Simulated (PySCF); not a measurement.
Species: ethyl tiglate, C7H12O2.
Atom-mapped SMILES: `[CH3:1]/[CH:2]=[C:3](\[CH3:4])[C:5](=[O:6])[O:7][CH2:8][CH3:9]` (hydrogens: H10, H11, H12 on C1; H13 on C2; H14, H15, H16 on C4; H17, H18 on C8; H19, H20, H21 on C9)

Theory: PBE0-D3(BJ)/def2-SVP geometry optimisation, gas phase (PySCF 2.14.0).

(1) What internal coordinates does the optimisation give?

## Answers

(1) 
```
                  bond  length (bohr)   order
                 C1–C2          2.808  single
                 C2=C3          2.543  double
                 C3–C4          2.829  single
                 C3–C5          2.819  single
                 C5=O6          2.282  double
                 C5–O7          2.536  single
                 O7–C8          2.694  single
                 C8–C9          2.857  single
C1–H10, C1–H11, C1–H12          2.081  single
                C2–H13          2.072  single
C4–H14, C4–H15, C4–H16          2.078  single
        C8–H17, C8–H18          2.078  single
C9–H19, C9–H20, C9–H21          2.079  single
```

Bonds in one row agree within 0.02 bohr and their mean is given. Orders are formal, as drawn. A selection of angles:
```
   angle  degrees
C1–C2–C3    128.0
C2–C3–C4    126.2
C2–C3–C5    115.7
C4–C3–C5    118.1
C3–C5–O6    125.7
C3–C5–O7    111.4
O6–C5–O7    123.0
C5–O7–C8    116.8
O7–C8–C9    111.7
```

Torsions: C1–C2–C3–C4 0° (synperiplanar); C2–C3–C5–O6 0° (synperiplanar); C3–C5–O7–C8 180° (antiperiplanar); C5–O7–C8–C9 83° (synclinal). The mirror-image conformer, all signs reversed, is as good.

The C–O distances run from 1.208 Å (C5=O6, drawn double) to 1.426 Å (O7–C8, drawn single), a spread of 0.218 Å. Of the pairs four or more bonds apart, H12···H16 is among the closest relative to their van der Waals radii: 2.04 Å, 85 % of the sum of Bondi's values. The 5 C–C bonds span 1.346 Å (C2=C3, drawn double) to 1.512 Å (C8–C9, drawn single), a spread of 0.166 Å. O7 (ester single-bonded oxygen) is bent (angle 116.8°).

Point group: C1 (no symmetry element, even within 0.4 Å). Stationary, but not proved a minimum. One conformer, not necessarily the lowest.
